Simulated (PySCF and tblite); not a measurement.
The numbers below are computed, except where a source is named.
## Barrier and rate of a pyramidal inversion

System: CH₉AsGeSi, numbered as in [CH3:1][As:2]([SiH3:3])[GeH3:4].

Motion: pyramidal inversion at As2. Geometries: GFN2-xTB; energies: PBE0/pcSseg-1 + D3(BJ); zero-point and thermal terms from GFN2-xTB harmonic modes (soft modes blended into free rotors). Rates follow Eyring's equation with the number of equivalent paths and no tunnelling. (PySCF 2.14 with density fitting, tblite 0.8.)

```json
{"point": "start", "symmetry": "C1", "E(GFN2) kcal/mol": "0.0", "E(DFT) kcal/mol": "0.0", "ZPE change kcal/mol": "0.00", "lowest mode cm⁻¹": "70", "dipole D": "1.07"}
{"point": "saddle", "symmetry": "Cs", "E(GFN2) kcal/mol": "34.4", "E(DFT) kcal/mol": "25.6", "ZPE change kcal/mol": "-0.77", "lowest mode cm⁻¹": "293i", "dipole D": "0.81"}
{"point": "end", "symmetry": "C1", "E(GFN2) kcal/mol": "0.0", "E(DFT) kcal/mol": "0.0", "ZPE change kcal/mol": "0.00", "lowest mode cm⁻¹": "71", "dipole D": "1.07"}
```

```json
{
  "Electronic barrier": "25.6 kcal/mol",
  "Barrier with zero-point energy": "24.9 kcal/mol",
  "ΔH‡ (298 K)": "24.6 kcal/mol",
  "ΔS‡ (298 K, symmetry apart)": "-1.3 cal/(mol K)",
  "Paths": "1 equivalent path",
  "End point": "the same structure with atoms interchanged, or its mirror image",
  "Mean lifetime of the start against this motion at 298 K": "3.6 days",
  "Cost": "59 s on 1 thread of Intel Xeon @ 2.60GHz, on a host shared with other jobs (rough), peak memory 0.77 GiB, launched as `OMP_NUM_THREADS=1 python ens_run.py task.json out`"
}
```

| T/K | ΔG‡ kcal/mol | k s⁻¹ |
| --- | --- | --- |
| 150 | 24.7 | 2.8×10⁻²⁴ |
| 200 | 24.8 | 3.5×10⁻¹⁵ |
| 250 | 24.9 | 9.9×10⁻¹⁰ |
| 298 | 24.9 | 3.2×10⁻⁶ |
| 350 | 25.1 | 0.0016 |
| 400 | 25.2 | 0.14 |
| 500 | 25.6 | 70 |

ΔG and ΔG‡ leave out symmetry numbers and mirror images; rates count paths: 1 out.

Spin–orbit effects of heavy atoms on shieldings are missing.
